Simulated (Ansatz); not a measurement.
Steps of a relaxation of `O=CBF` with RKS PBE0-D4/def2-TZVP.

```sh
$ ansatz run in.yaml --threads 2 --pin off --events-out ev --progress --plain --max-ram 4352MiB
```

```yaml
crystal:
  periodic: [false, false, false]
  atoms:
    - {symbol: O, position_ang: [1.197306, -0.579882, -1.200705]}
    - {symbol: C, position_ang: [0.473407, 0.235487, -0.646114]}
    - {symbol: B, position_ang: [-0.458543, -0.184168, 0.606717]}
    - {symbol: F, position_ang: [-0.692963, -1.471506, 0.796673]}
    - {symbol: H, position_ang: [0.467928, 1.319732, -0.990407]}
    - {symbol: H, position_ang: [-0.944934, 0.616337, 1.387636]}
basis:
  gaussian: {orbitals: def2-TZVP}
hamiltonian: {xc: pbe0, dispersion: d4}
relax: {f_tol: 0.005, max_steps: 150}
```

Positions (Å) and forces (eV/Å) along the path, 22 of 55 steps:

```xyz
6
step=1 energy=-6505.6597 eV
O     1.197   -0.580   -1.201   -0.806    0.995    0.600
C     0.473    0.235   -0.646    0.615   -0.371   -0.566
B    -0.459   -0.184    0.607   -0.200   -0.249    0.267
F    -0.693   -1.472    0.797    0.116    0.601   -0.110
H     0.468    1.320   -0.990    0.060   -0.670    0.139
H    -0.945    0.616    1.388    0.216   -0.307   -0.331
6
step=2 energy=-6505.6883 eV
O     1.191   -0.566   -1.190   -0.100    0.150    0.080
C     0.471    0.236   -0.641    0.070    0.011   -0.102
B    -0.457   -0.183    0.607   -0.094   -0.123    0.101
F    -0.695   -1.463    0.791    0.050    0.228   -0.046
H     0.464    1.302   -0.989    0.011   -0.186    0.048
H    -0.932    0.610    1.377    0.063   -0.080   -0.081
6
step=5 energy=-6505.6895 eV rejected
O     1.202   -0.558   -1.178    0.077   -0.031    0.009
C     0.476    0.238   -0.634   -0.127   -0.035   -0.069
B    -0.455   -0.183    0.609    0.038    0.038    0.003
F    -0.710   -1.455    0.776   -0.007   -0.049    0.001
H     0.445    1.289   -1.002    0.031    0.052    0.025
H    -0.915    0.606    1.383   -0.012    0.025    0.031
6
step=9 energy=-6505.6909 eV rejected
O     1.313   -0.508   -1.093   -0.206    0.153    0.186
C     0.466    0.230   -0.640    0.130    0.034   -0.318
B    -0.454   -0.192    0.606   -0.023   -0.024    0.121
F    -0.829   -1.445    0.718    0.048    0.154   -0.037
H     0.342    1.255   -1.086    0.020   -0.209    0.134
H    -0.796    0.597    1.449    0.031   -0.107   -0.085
6
step=14 energy=-6505.6981 eV
O     1.389   -0.448   -0.982    0.154   -0.125   -0.039
C     0.451    0.235   -0.650   -0.116    0.056    0.074
B    -0.451   -0.189    0.602    0.021    0.051   -0.002
F    -0.927   -1.408    0.650   -0.028   -0.080   -0.019
H     0.261    1.195   -1.180   -0.039    0.067   -0.033
H    -0.680    0.552    1.514    0.008    0.032    0.020
6
step=16 energy=-6505.6889 eV rejected
O     1.502   -0.349   -0.859   -0.848    0.573    0.178
C     0.454    0.240   -0.646    0.511   -0.308   -0.374
B    -0.439   -0.191    0.605   -0.190   -0.238    0.178
F    -1.084   -1.349    0.566    0.274    0.488   -0.007
H     0.135    1.096   -1.315    0.228   -0.333    0.248
H    -0.526    0.489    1.602    0.024   -0.181   -0.223
6
step=20 energy=-6505.7008 eV rejected
O     1.514   -0.311   -0.826   -0.297    0.232    0.015
C     0.446    0.241   -0.650    0.218   -0.190   -0.103
B    -0.428   -0.202    0.606   -0.335    0.044    0.085
F    -1.120   -1.325    0.555    0.235    0.234   -0.008
H     0.118    1.065   -1.338    0.103   -0.157    0.113
H    -0.487    0.469    1.606    0.075   -0.163   -0.103
6
step=23 energy=-6505.7018 eV rejected
O     1.548   -0.222   -0.712   -0.825    0.272   -0.064
C     0.418    0.241   -0.665    0.759    0.151    0.040
B    -0.442   -0.193    0.602   -0.098   -0.123   -0.023
F    -1.194   -1.273    0.510    0.091    0.173    0.082
H     0.082    0.990   -1.434    0.092   -0.343    0.146
H    -0.370    0.392    1.654   -0.019   -0.130   -0.180
6
step=28 energy=-6505.7264 eV
O     1.607   -0.042   -0.625   -0.093    0.034    0.022
C     0.434    0.263   -0.650    0.047   -0.044    0.004
B    -0.436   -0.185    0.611   -0.024   -0.074   -0.019
F    -1.337   -1.134    0.448    0.075    0.104   -0.020
H     0.019    0.788   -1.542   -0.013   -0.025    0.046
H    -0.245    0.246    1.711    0.008    0.004   -0.033
6
step=29 energy=-6505.7251 eV rejected
O     1.633    0.031   -0.600   -0.533    0.102   -0.082
C     0.437    0.254   -0.651    0.526   -0.082    0.176
B    -0.425   -0.197    0.614   -0.326   -0.105   -0.089
F    -1.395   -1.081    0.430    0.291    0.219    0.054
H    -0.002    0.724   -1.562    0.016   -0.066    0.033
H    -0.207    0.204    1.723    0.027   -0.069   -0.093
6
step=31 energy=-6505.7299 eV
O     1.629    0.030   -0.601   -0.055    0.036   -0.036
C     0.440    0.256   -0.644    0.073   -0.035    0.003
B    -0.426   -0.195    0.612   -0.150    0.012   -0.002
F    -1.389   -1.077    0.426    0.086    0.051    0.009
H    -0.006    0.718   -1.557    0.025   -0.025    0.019
H    -0.206    0.204    1.717    0.022   -0.038    0.006
6
step=33 energy=-6505.7353 eV
O     1.657    0.171   -0.571    0.026    0.030   -0.029
C     0.453    0.252   -0.643   -0.062   -0.105    0.233
B    -0.428   -0.198    0.620    0.155    0.142   -0.019
F    -1.472   -0.963    0.394   -0.067   -0.042    0.018
H    -0.027    0.574   -1.593   -0.016    0.031   -0.095
H    -0.140    0.101    1.746   -0.036   -0.056   -0.109
6
step=35 energy=-6505.7016 eV rejected
O     1.684    0.409   -0.531   -1.871   -0.215   -0.187
C     0.470    0.236   -0.628    1.353    0.131   -0.339
B    -0.414   -0.213    0.628   -0.514   -0.149   -0.047
F    -1.599   -0.762    0.355    0.735    0.314    0.255
H    -0.050    0.337   -1.634    0.437    0.020    0.499
H    -0.048   -0.070    1.764   -0.141   -0.101   -0.180
6
step=36 energy=-6505.7413 eV
O     1.664    0.314   -0.549    0.003    0.003    0.024
C     0.461    0.239   -0.637    0.043    0.014    0.011
B    -0.420   -0.202    0.624   -0.033   -0.029   -0.041
F    -1.544   -0.843    0.380    0.008    0.017    0.028
H    -0.030    0.435   -1.618   -0.031   -0.006   -0.018
H    -0.088   -0.007    1.754    0.010    0.000   -0.004
6
step=40 energy=-6505.7430 eV
O     1.659    0.367   -0.530   -0.040    0.008   -0.011
C     0.462    0.236   -0.638    0.048   -0.004   -0.003
B    -0.421   -0.208    0.621   -0.030   -0.013    0.011
F    -1.574   -0.799    0.385    0.018    0.017    0.004
H    -0.022    0.386   -1.632    0.005   -0.003    0.006
H    -0.061   -0.047    1.748   -0.001   -0.005   -0.007
6
step=46 energy=-6505.7448 eV
O     1.638    0.490   -0.510    0.107    0.008   -0.021
C     0.469    0.221   -0.640   -0.133    0.048    0.024
B    -0.419   -0.216    0.623   -0.038   -0.068   -0.057
F    -1.623   -0.692    0.387    0.043    0.033    0.026
H    -0.003    0.275   -1.652    0.030   -0.030    0.037
H    -0.020   -0.142    1.746   -0.008    0.009   -0.010
6
step=49 energy=-6505.7457 eV
O     1.625    0.550   -0.505   -0.078   -0.019   -0.011
C     0.470    0.220   -0.639    0.068    0.013    0.021
B    -0.417   -0.222    0.621    0.012    0.006    0.007
F    -1.645   -0.636    0.391    0.000    0.001    0.000
H     0.012    0.215   -1.656    0.003    0.003   -0.010
H    -0.003   -0.191    1.741   -0.006   -0.003   -0.008
6
step=51 energy=-6505.7458 eV
O     1.620    0.567   -0.503   -0.003    0.002   -0.005
C     0.471    0.219   -0.639   -0.007   -0.009    0.009
B    -0.417   -0.223    0.622    0.007   -0.001    0.001
F    -1.650   -0.620    0.392    0.002    0.002    0.005
H     0.017    0.199   -1.658    0.007    0.005   -0.001
H     0.001   -0.206    1.740   -0.007    0.001   -0.008
6
step=52 energy=-6505.7458 eV rejected
O     1.615    0.580   -0.502    0.015   -0.003   -0.003
C     0.472    0.215   -0.639   -0.029    0.012    0.004
B    -0.415   -0.226    0.621    0.000    0.006    0.003
F    -1.654   -0.607    0.393    0.005   -0.002    0.004
H     0.020    0.189   -1.659    0.012   -0.006    0.000
H     0.004   -0.215    1.740   -0.002   -0.006   -0.007
6
step=53 energy=-6505.7458 eV
O     1.617    0.573   -0.503    0.005    0.003   -0.002
C     0.471    0.218   -0.639   -0.012   -0.007    0.003
B    -0.416   -0.224    0.621    0.003    0.003    0.002
F    -1.652   -0.614    0.393    0.001    0.000    0.003
H     0.019    0.193   -1.659    0.006    0.002    0.000
H     0.003   -0.211    1.740   -0.003   -0.001   -0.005
6
step=54 energy=-6505.7458 eV
O     1.616    0.578   -0.502    0.001   -0.001   -0.001
C     0.471    0.217   -0.639   -0.007    0.001   -0.002
B    -0.416   -0.225    0.621    0.000    0.000    0.001
F    -1.653   -0.609    0.394    0.002    0.000    0.001
H     0.020    0.189   -1.659    0.005    0.000    0.002
H     0.004   -0.215    1.739   -0.001   -0.001   -0.002
6
step=55 energy=-6505.7458 eV
O     1.615    0.580   -0.502   -0.001   -0.001    0.000
C     0.471    0.217   -0.639   -0.003    0.001   -0.003
B    -0.416   -0.225    0.621   -0.001    0.000    0.001
F    -1.654   -0.608    0.394    0.002    0.000    0.000
H     0.021    0.188   -1.659    0.003    0.000    0.002
H     0.004   -0.216    1.739    0.000    0.000    0.000
```

Run time 74 s (2 threads of an Intel Xeon Platinum 8488C on a shared host); peak host memory 0.24 GiB.
